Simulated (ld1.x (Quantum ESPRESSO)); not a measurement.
Reading a pseudo-wave (Nd)

Columns: radius, all-electron u(r) and pseudo u(r) of the 5d shell (level -1.93 eV) of neodymium in the configuration [Kr] 4d10 4f4 5s2 5p6 5d0 6s2 6p0; PBEsol, scalar-relativistic, ultrasoft scheme, ld1.x (Quantum ESPRESSO) 7.5.

| r (bohr) | all-electron | pseudo |
| --- | --- | --- |
| 0.175 | 0.1447 | 0.0008 |
| 0.350 | -0.1060 | 0.0062 |
| 0.525 | -0.2360 | 0.0202 |
| 0.700 | -0.1625 | 0.0454 |
| 0.875 | -0.0058 | 0.0831 |
| 1.050 | 0.1564 | 0.1326 |
| 1.225 | 0.2939 | 0.1916 |
| 1.400 | 0.3991 | 0.2564 |
| 1.575 | 0.4740 | 0.3225 |
| 1.750 | 0.5232 | 0.3852 |
| 1.925 | 0.5524 | 0.4403 |
| 2.100 | 0.5661 | 0.4843 |
| 2.275 | 0.5686 | 0.5152 |
| 2.450 | 0.5632 | 0.5328 |
| 2.625 | 0.5524 | 0.5379 |
| 2.800 | 0.5380 | 0.5328 |
| 2.975 | 0.5214 | 0.5205 |
| 3.150 | 0.5036 | 0.5038 |
| 3.325 | 0.4852 | 0.4853 |
| 3.500 | 0.4665 | 0.4665 |
| 3.675 | 0.4476 | 0.4476 |
| 3.850 | 0.4288 | 0.4288 |
| 4.025 | 0.4101 | 0.4101 |
| 4.200 | 0.3916 | 0.3916 |
| 4.375 | 0.3734 | 0.3734 |
| 4.550 | 0.3555 | 0.3555 |

(1) How many radial nodes do the two functions have?

(2) At about which radius was the pseudo-wave matched?

(3) Where does each function peak?

(4) Is the pseudo-wave norm-conserving?

Results:

(1) The all-electron 5d function has n − l − 1 = 2; the pseudo-wave has 0, since the states of the same l below it are removed with the core.

(2) 3.50 bohr. The columns agree to 0.0005 from 3.15 bohr on; several derivatives are matched, so the curves merge somewhat inside the radius.

(3) Outermost all-electron maximum near 2.27 bohr, pseudo maximum near 2.62 bohr (to the table’s step).

(4) No, it belongs to an ultrasoft set: the norm inside the radius is not constrained, and the difference is carried by the augmentation charge.
